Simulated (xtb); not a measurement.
Harmonic IR lines of one isomer of C10H9BO, unscaled. All values below come from GFN2-xTB (xtb 6.7.1).

| wavenumber (cm⁻¹) | relative intensity |
|---|---|
| 544 | 29 |
| 741 | 5.0 |
| 797 | 5.4 |
| 806 | 5.6 |
| 816 | 39 |
| 1082 | 5.8 |
| 1087 | 20 |
| 1143 | 4.7 |
| 1181 | 12 |
| 1224 | 13 |
| 1247 | 37 |
| 1413 | 39 |
| 1446 | 38 |
| 1465 | 100 |
| 1521 | 43 |
| 1534 | 23 |
| 1582 | 14 |
| 2558 | 62 |
| 2640 | 32 |
| 3050 | 10 |
| 3060 | 15 |
| 3153 | 4.8 |
| 3440 | 16 |

Name which structure gives these lines.
A) `Bc1c(O)cc2cccccc1-2`
B) `Bc1ccc2cc(O)cccc1-2`
C) `Bc1ccc2cc(O)cc-2cc1`
D) `Bc1cc2cccc-2ccc1O`

A, `Bc1c(O)cc2cccccc1-2`
